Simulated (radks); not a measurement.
These are the eigenvalues of the occupied orbitals of an atom or ion with whole-number occupations (eV). All-electron calculation, scalar-relativistic Kohn-Sham, r2SCAN, spin-unpolarised, spherical densities, finite nucleus; meta-GGA in the generalised Kohn-Sham scheme; Fermi nuclear charge, rms radius of each element as measured or else 0.836 A^(1/3) + 0.57 fm. Program: a radial shooting solver on a logarithmic mesh with Libxc functionals.

1s: -5003.009
2s: -955.3660
2p: -882.9968

Which element is it, and in what charge state? The configuration may be excited.

Answer. Z = 21, scandium, charge +14: Sc14+ in [He] 2s2 2p3. The list shows which subshells hold electrons but not how many an open one holds; the 1s level, -183.86 hartree, gives Z - s = 19.2 by -(Z - s)^2/2, which with screening and relativity narrows Z to a few neighbours, and the depths of the outer levels then fix element, charge and occupations together.
